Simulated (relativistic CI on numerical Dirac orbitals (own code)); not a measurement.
# Se VIII: sensitivity of the levels to the model

Base calculation: Dirac-Coulomb-Breit CI, orbitals from a KLI potential per configuration, model QED (radiative potential, 1s self-energy scaled to tabulated hydrogen-like ionisation energies), unscaled Slater integrals.

Configuration list (outside the closed core [Ne]): 3s²3p⁶3d⁹, 3s²3p⁵3d¹⁰, 3s²3p⁶3d⁸4s, 3s²3p⁶3d⁸4p, 3s3p⁶3d¹⁰, 3s²3p⁶3d⁷4s², 3s²3p⁶3d⁸4d, 3s²3p⁶3d⁷4s4p, 3s²3p⁶3d⁸5s, 3s²3p⁶3d⁷4p², 3s²3p⁶3d⁸4f, 3s²3p⁶3d⁸5p, 3s²3p⁶3d⁷4s4d, 3s²3p⁶3d⁸5d, 3s²3p⁶3d⁷4p4d, 3s²3p⁶3d⁸5f. Levels of other configurations are missing.

Variants: (1) valence Slater integrals scaled by 0.9; (2) configuration mixing switched off; (3) non-relativistic limit. Shifts of the energy above 3s²3p⁶3d⁹ ²D5/2, in cm⁻¹, for the lowest level and the first level of each name with at least 55 % of one term (blank where a level changes its place among those of its configuration and J or its character, or is not in the variant):

```csv
Level,Base,Δ(1),Δ(2),Δ(3)
3s²3p⁶3d⁹ ²D5/2,0,0,0,0
3s²3p⁶3d⁹ ²D3/2,6985,-16,+1,-6985
3s²3p⁶3d⁸4s ⁴F9/2,517175,+2412,+10,+22037
3s²3p⁶3d⁸4s ⁴F7/2,520856,+2292,+62,+18356
3s²3p⁶3d⁸4s ⁴F5/2,524635,+2362,+38,+14577
3s²3p⁶3d⁸4s ⁴F3/2,526956,+2312,+31,+12257
3s²3p⁶3d⁸4s ²F7/2,529373,+1522,+426,+19220
3s²3p⁶3d⁸4s ²F5/2,535110,+1313,+456,+13482
3s²3p⁶3d⁸4s ⁴P5/2,549705,-668,+451,
3s²3p⁶3d⁸4s ²D3/2,551927,-772,+259,+18837
3s²3p⁶3d⁸4s ⁴P3/2,556877,-799,+640,+15309
3s²3p⁶3d⁸4s ⁴P1/2,556944,-876,+767,+15241
3s²3p⁶3d⁸4s ²D5/2,558029,-710,+391,
3s²3p⁶3d⁸4s ²P3/2,565240,-1776,+814,+16652
```

At this charge configurations can still be misplaced by up to about 7 % of their energy.

Ionisation energy from the two ground configurations alone: base 183.826 eV; valence Slater integrals scaled by 0.9 184.087 eV. The NIST ASD value (theoretical) is 184 eV.

LS names give the leading component of a level, which can be under half, so a name can repeat, a term be missing and a line seem to break the LS rules.
